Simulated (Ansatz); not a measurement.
Coupled-cluster diagnostics for the cluster ZnB7⁻, Ansatz.

Geometry of the singlet (PBE0-D4/def2-SVPD):

```xyz
8

Zn   -1.153    0.675   -0.805
B    -0.680   -0.538    1.177
B    -2.309    0.041    0.702
B     2.379    0.509   -1.695
B     0.709   -0.309    0.306
B     0.894    0.559   -1.287
B    -1.982   -0.741    1.973
B     2.142   -0.197   -0.371
```

Correlated methods freeze 16 core orbitals. The geometry of the singlet was relaxed on an unsound state (restricted singlet, unstable towards broken spin symmetry at other levels and untested here). Another isomer (singlet) lies 1.41 eV lower at PBE0-D4/def2-TZVPD; other spin states weren't run for this one.

(1) Estimate the CCSD(T) correlation energy, the shares of MP2 and (T), T1 and the reference's ⟨S²⟩ for: charge -1, singlet, own geometry in def2-SVPD; and the rough time on 4 threads of Intel Xeon Platinum 8259CL on a shared host.

Results:

(1) 
```json
{"state": "charge -1, singlet, own geometry", "basis": "def2-SVPD", "correlation (eV)": "-27.353", "MP2 share (%)": "94.2", "(T) share (%)": "7.0", "T1": "0.030", "⟨S²⟩ (pure)": "0.00 (0.00)", "wall time": "37 s", "remarks": "large T1 (0.030), restricted SCF unstable"}
```
Customary marks for T1 are 0.02 (closed shells), 0.045 (open shells) and about 0.05 (3d metals). T1 exceeds 0.02 in 1 of 1 rows and 0.045 in 0; the higher it lies, the less the single-reference result can be trusted.
